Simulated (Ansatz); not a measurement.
One change: `OCOCO` becomes `[CH3][GaH][O]CO`.

Ansatz, PBE0-D4/def2-TZVP geometries, multiplicity 1. Each molecule was computed in one conformer, which needn't be the lowest. `[CH3][GaH][O]CO` holds a close contact that its SMILES doesn't draw: O···Ga 2.20 Å.

Scalar relativity is left out up to krypton.

```json
{"property": "HOMO–LUMO gap (PBE/def2-TZVPP) / eV", "`OCOCO`": "6.32"}
{"property": "HOMO–LUMO gap (PBE0/def2-TZVPP) / eV", "`OCOCO`": "8.88"}
{"property": "size of the dipole moment (ωB97M-V/def2-TZVPP) / D", "`OCOCO`": "1.71"}
{"property": "LUMO energy (PBE0/def2-TZVPP) / eV", "`OCOCO`": "0.76"}
{"property": "LUMO energy (B3LYP/def2-TZVPP) / eV", "`OCOCO`": "0.37"}
{"property": "HOMO–LUMO gap (B3LYP/def2-TZVPP) / eV", "`OCOCO`": "8.26"}
```

Task: What does the change do to each property? (An estimate is asked.)

Result: Ansatz gave: 
| property | `[CH3][GaH][O]CO` | shift |
| --- | --- | --- |
| HOMO–LUMO gap (PBE/def2-TZVPP) / eV | 4.55 | -1.77 |
| HOMO–LUMO gap (PBE0/def2-TZVPP) / eV | 6.90 | -1.98 |
| size of the dipole moment (ωB97M-V/def2-TZVPP) / D | 2.00 | 0.29 |
| LUMO energy (PBE0/def2-TZVPP) / eV | -0.18 | -0.94 |
| LUMO energy (B3LYP/def2-TZVPP) / eV | -0.48 | -0.85 |
| HOMO–LUMO gap (B3LYP/def2-TZVPP) / eV | 6.37 | -1.89 |

With PBE0 the HOMO rises by 1.05 eV and the LUMO falls by 0.94 eV, so the gap narrows by about 1.99 eV. PBE moves the HOMO by 0.88 eV and ωB97M-V by 1.17 eV. Dipoles are sizes alone; their direction can turn.

B3LYP here is the variant with VWN-RPA as its local correlation; programs differ in this.
